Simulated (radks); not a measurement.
The numbers below are computed, except where a source is named.
Species: Pd. Configuration: [Ar] 3d10 4s1 4p6 4d10 5d1 (not the ground configuration). Code: a radial shooting solver on a logarithmic mesh with Libxc functionals. Model: Dirac Kohn-Sham, revPBE, spin-unpolarised, spherical densities, finite nucleus; open shells fill j = l - 1/2 first; Fermi nuclear charge, rms radius 4.5318 fm.

Unscreened Slater integrals over Kohn-Sham orbitals (cm^-1). Large and small components are both included. Empty in this configuration: 5s1/2.

F0(5d3/2,5d3/2): 19081
F2(5d3/2,5d3/2): 10362
F0(5d3/2,4d5/2): 24466
F2(5d3/2,4d5/2): 1375.5
G2(5d3/2,4d5/2): 247.71
G4(5d3/2,4d5/2): 184.93
F0(5d3/2,4d3/2): 24470
F2(5d3/2,4d3/2): 1345.7
G0(5d3/2,4d3/2): 244.76
G2(5d3/2,4d3/2): 246.21
F0(5d3/2,4p3/2): 24555
F2(5d3/2,4p3/2): 870.47
G1(5d3/2,4p3/2): 354.33
G3(5d3/2,4p3/2): 231.73
F0(5d3/2,5s1/2): 24169
G2(5d3/2,5s1/2): 1230.2
F0(4d5/2,4d5/2): 139860
F2(4d5/2,4d5/2): 68505
F4(4d5/2,4d5/2): 44396
F0(4d5/2,4d3/2): 140840
F2(4d5/2,4d3/2): 69014
G2(4d5/2,4d3/2): 68981
G4(4d5/2,4d3/2): 44723
F0(4d5/2,4p3/2): 159650
F2(4d5/2,4p3/2): 77351
G1(4d5/2,4p3/2): 96832
G3(4d5/2,4p3/2): 58909
F0(4d5/2,5s1/2): 83217
G2(4d5/2,5s1/2): 14467
F0(4d3/2,4d3/2): 141840
F2(4d3/2,4d3/2): 69548
F0(4d3/2,4p3/2): 161060
F2(4d3/2,4p3/2): 78396
G1(4d3/2,4p3/2): 98434
G3(4d3/2,4p3/2): 59916
F0(4d3/2,5s1/2): 83399
G2(4d3/2,5s1/2): 13994
F0(4p3/2,4p3/2): 189300
F2(4p3/2,4p3/2): 99121
F0(4p3/2,5s1/2): 86402
G1(4p3/2,5s1/2): 5049.4
F0(5s1/2,5s1/2): 67802
